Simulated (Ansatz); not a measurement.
Ansatz (a first-principles code) input (revPBE/def2-TZVPD):

Ansatz 0.2 input:
```yaml
crystal:
  periodic: [false, false, false]
  atoms:
    - {symbol: Si, position_ang: [-0.01824759, -0.65801825, -0.13832480]}
    - {symbol: Cl, position_ang: [1.73500648, 0.30479456, 0.08769235]}
    - {symbol: Cl, position_ang: [-1.71425309, 0.41438693, 0.02137670]}
    - {symbol: H, position_ang: [-0.06689696, -1.33025857, 1.28112723]}
    - {symbol: H, position_ang: [-0.03044434, -1.68357129, -1.19875385]}
basis:
  gaussian:
    orbitals: def2-TZVPD
hamiltonian:
  xc: {name: revPBE}
total_charge: 1
magnetization: {spin_polarized: true, initial_magnetization: 1}
output: {forces: true}
```

End of the output:

```
integrals: 0.08 GiB planned
937 factors; their error is unknown
mean field: 0.63 GiB planned
mean field evaluation 1: about -32940.1033 eV, gradient 2.1e1 eV
mean field evaluation 2: about -32939.7476 eV, gradient 2.3e1 eV
mean field evaluation 4: about -32942.1787 eV, gradient 2.6e0 eV
mean field evaluation 8: about -32942.2249 eV, gradient 9.0e-2 eV
mean field evaluation 16: about -32942.2128 eV, gradient 1.6e-4 eV
mean field evaluation 32: about -32941.0306 eV, gradient 1.3e0 eV
mean field -32942.21276828 eV, -1210.6039902006 hartree, gradient 3.7e-5 eV, S^2 0.753743; 5 other end points of the search recorded, 0 dependent functions left out
the calculation of the forces begins
reference -32942.21283301 eV, -1210.6039925791 hartree; 25, 24 occupied and 128, 129 virtual orbitals, 937 factors
Total energy: -32942.21283301 eV, -1210.6039925791 hartree
Atom 0 at    -0.018248    -0.658018    -0.138325 Å, force    -0.009473    -0.126979     0.282848 eV/Å
Atom 1 at     1.735006     0.304795     0.087692 Å, force     0.370408     0.185446    -0.006827 eV/Å
Atom 2 at    -1.714253     0.414387     0.021377 Å, force    -0.357358     0.208569    -0.020819 eV/Å
Atom 3 at    -0.066897    -1.330259     1.281127 Å, force    -0.001633    -0.050402     0.001646 eV/Å
Atom 4 at    -0.030444    -1.683571    -1.198754 Å, force    -0.001945    -0.216633    -0.256847 eV/Å
Dipole moment:    -0.012469    -0.406373    -0.023035 e Å
```
